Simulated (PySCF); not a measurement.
H12O6Ti (SMILES [OH2]->[Ti+3](<-[OH2])(<-[OH2])(<-[OH2])(<-[OH2])<-[OH2]), charge +3, doublet, geometry from GFN2-xTB (such geometries of metal compounds can be far from the true shape). Base run: PySCF with HF/STO-3G.

PySCF was given this input:
```python
from pyscf import gto, scf

mol = gto.Mole()
mol.atom = '''
    Ti    0.000000   -0.000000    0.000000
    O    -0.627959    1.694347   -0.916779
    H    -1.523785    2.085312   -0.970296
    H    -0.072977    2.323388   -1.422996
    O     1.556872    1.053938    0.755640
    H     1.513752    1.939292    1.173063
    H     2.507928    0.826376    0.799576
    O     1.045118   -0.451525   -1.676151
    H     1.965747   -0.768596   -1.776801
    H     0.720005   -0.395730   -2.598724
    O    -1.045118    0.451525    1.676151
    H    -1.965747    0.768596    1.776801
    H    -0.720005    0.395730    2.598724
    O    -1.556872   -1.053938   -0.755640
    H    -1.513752   -1.939292   -1.173063
    H    -2.507928   -0.826376   -0.799576
    O     0.627959   -1.694347    0.916779
    H     0.072977   -2.323388    1.422996
    H     1.523785   -2.085312    0.970296
'''
mol.basis = 'sto-3g'
mol.charge = 3
mol.spin = 1
mol.verbose = 4
mol.build()

mf = scf.UHF(mol)
mf.kernel()
```

Variants of this job, named by their change:

```
change                                           ΔE vs base (mEh)  fitting functions        outcome
-----------------------------------------------  ----------------  -----------------  -------------
base                                                        0.000                  -      converged
auxbasis = default (with mf = mf.density_fit())            -0.857                942      converged
auxbasis = cc-pvqz-jkfit                                        -                  -  input refused
auxbasis = even-tempered beta=2.0                           0.597                545      converged
auxbasis = def2-universal-jkfit                            -0.857                942      converged
auxbasis = autoaux                                          0.315                735      converged
only_dfj = on; auxbasis = def2-universal-jfit             -19.332                515      converged
auxbasis = cc-pvdz-jkfit                                        -                  -  input refused
auxbasis = def2-svp-ri                                    -3449.0                599      converged
auxbasis = def2-universal-jfit                             3589.5                515      converged
```

A fitting set is made for a task (jfit for Coulomb, jkfit for Coulomb and exchange, ri for correlation) and for a family of orbital bases.

Open shells are given as the SCF converged; they aren't shown to be the lowest states, and a large step between rows can be another state.

- auxbasis = cc-pvqz-jkfit: ended with `pyscf.lib.exceptions.BasisNotFoundError: Basis set not found for Ti in cc-pvqz-jkfit`
- auxbasis = cc-pvdz-jkfit: ended with `pyscf.lib.exceptions.BasisNotFoundError: Basis set not found for Ti in cc-pvdz-jkfit`
